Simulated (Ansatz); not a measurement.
`BC(F)CCl` + `F[CH](F)[GeH3]` → `BC(F)F` + `F[CH]([GeH3])CCl`  (redistribution)

Calculated with Ansatz (gas phase, PBE0-D4/def2-TZVP geometries, no zero-point term in ΔE). CCSD(T)/CBS is the MP2 limit (def2-TZVPP, def2-QZVPP) plus CCSD(T) − MP2 in def2-TZVPP, frozen cores. For Ge outer-core shells are correlated without core-valence functions, which leaves a few kJ/mol of doubt a bond. Scalar relativity is left out up to krypton. Each species was taken in one conformer, which may not be the lowest.

```tsv
species	CCSD(T)/CBS(def2) energy (Eh)
`BC(F)CCl`	-663.44242
`F[CH](F)[GeH3]`	-2316.12324
`BC(F)F`	-264.18920
`F[CH]([GeH3])CCl`	-2715.37555
```

(1) Work out ΔE.

Largest T1 diagnostic among the species: 0.012.

Answers

(1) ΔE = (-264.18920) + (-2715.37555) − (-663.44242) − (-2316.12324) = 0.00091 Eh = +2.4 kJ/mol.
